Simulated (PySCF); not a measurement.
Cd(Me)2, C₂H₆Cd, SMILES [Cd]([CH3])[CH3], B3LYP/def2-SVP optimised geometry.

```
9

Cd     0.00     0.00     0.00
C     -2.14     0.00     0.00
H     -2.53    -1.03     0.04
H     -2.53     0.48    -0.91
H     -2.53     0.55     0.87
C      2.14     0.00     0.00
H      2.53    -0.45     0.93
H      2.53     1.03    -0.07
H      2.53    -0.58    -0.85
```

Density from B3LYP/def2-TZVP, def2 effective core potentials past Kr in PySCF at that geometry. The core electrons that the potentials of Cd replace are not part of the density.

Minimum of the electron density along straight lines between bonded atoms, close to the bond critical point (lines longer than 1.1 times the sum of covalent radii, or with two minima, are not listed):

| bond | length / Å | ρ at the minimum / e bohr⁻³ | ∇²ρ there / e bohr⁻⁵ | position (fraction from the first atom) |
|---|---|---|---|---|
| Cd1–C2 | 2.137 | 0.100 | 0.18 | 0.52 |
| C2–H3 | 1.102 | 0.267 | -0.87 | 0.64 |
| C2–H4 | 1.102 | 0.267 | -0.87 | 0.64 |
| C2–H5 | 1.102 | 0.267 | -0.87 | 0.64 |
| Cd1–C6 | 2.137 | 0.100 | 0.18 | 0.52 |
| C6–H7 | 1.102 | 0.267 | -0.87 | 0.64 |
| C6–H8 | 1.102 | 0.267 | -0.87 | 0.64 |
| C6–H9 | 1.102 | 0.267 | -0.87 | 0.64 |
